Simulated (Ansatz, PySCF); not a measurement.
Donor–acceptor adduct: BH3 (SMILES B) (first 4 atoms) with H2O (SMILES O); geometry from B3LYP-D3(BJ)/def2-TZVP, rigid monomers moved along the line of their centres of mass till B1···O5 is 1.56 Å.
(charge 0, multiplicity 1):
```xyz
7

B      0.21063     0.24930     0.78962
H      0.61722    -0.76718     0.28698
H     -0.85292     0.63724     0.39400
H      1.03723     1.09088     1.00556
O     -0.15152    -0.19337     2.23726
H     -0.80635    -0.90256     2.19309
H      0.63790    -0.55598     2.66038
```

Monomers are frozen at their geometry in the pair; levels with a basis set take the counterpoise correction.

Cores are frozen in the correlated methods. CBS: X⁻³ extrapolation of the correlation energy, Hartree–Fock from the larger set.

Run with Ansatz (a quantum-chemistry and plane-wave program); PySCF for the dispersion terms. Each number belongs to the level named beside it.

PBE/def2-TZVPPD gives -927.6 meV for the interaction energy.

Question: Predict the shift from PBE, with its sign, for: PBE-D3(BJ)/def2-TZVPPD, r2SCAN/def2-TZVPPD, PBE0/def2-TZVPPD, wB97M-V/def2-TZVPPD, MP2/CBS(aug-cc-pVDZ, aug-cc-pVTZ), CCSD(T)/CBS(aug-cc-pVDZ, aug-cc-pVTZ).

Answer: PBE-D3(BJ)/def2-TZVPPD -37.5; r2SCAN/def2-TZVPPD -37.2; PBE0/def2-TZVPPD -31.2; wB97M-V/def2-TZVPPD 33.5; MP2/CBS(aug-cc-pVDZ, aug-cc-pVTZ) 66.3; CCSD(T)/CBS(aug-cc-pVDZ, aug-cc-pVTZ) 85.9 meV. 3 of 6 lie above PBE; the widest gap is to CCSD(T)/CBS(aug-cc-pVDZ, aug-cc-pVTZ).
